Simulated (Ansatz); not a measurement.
`[F][Hf]([SH])([SH])[SH]` and `[F][Ti]([SH])([SH])[SH]` differ in one element.

Ansatz, PBE0-D4/def2-TZVP geometries, multiplicity 1. Each molecule was computed in one conformer, which needn't be the lowest.

Elements past krypton have def2 core potentials. Scalar relativity is left out up to krypton.

```tsv
property	`[F][Hf]([SH])([SH])[SH]`
HOMO–LUMO gap (PBE/def2-TZVPP) / eV	4.10
LUMO energy (ωB97M-V/def2-TZVPP) / eV	0.27
LUMO energy (B3LYP/def2-TZVPP) / eV	-1.95
LUMO energy (PBE/def2-TZVPP) / eV	-2.57
HOMO–LUMO gap (PBE0/def2-TZVPP) / eV	6.09
size of the dipole moment (ωB97M-V/def2-TZVPP) / D	1.27
```

Q: Give the same properties after the change, and the shifts. (Best estimate.)

A: The calculation gave: 
```csv
property,`[F][Ti]([SH])([SH])[SH]`,shift
HOMO–LUMO gap (PBE/def2-TZVPP) / eV,2.92,-1.18
LUMO energy (ωB97M-V/def2-TZVPP) / eV,-0.86,-1.13
LUMO energy (B3LYP/def2-TZVPP) / eV,-3.17,-1.22
LUMO energy (PBE/def2-TZVPP) / eV,-3.82,-1.25
HOMO–LUMO gap (PBE0/def2-TZVPP) / eV,4.95,-1.14
size of the dipole moment (ωB97M-V/def2-TZVPP) / D,0.94,-0.33
```

With PBE0 the HOMO falls by 0.05 eV and the LUMO falls by 1.19 eV, so the gap narrows by about 1.14 eV. PBE moves the HOMO by -0.07 eV and ωB97M-V by -0.02 eV. Dipoles are sizes alone; their direction can turn.

B3LYP here is the variant with VWN-RPA as its local correlation; programs differ in this.
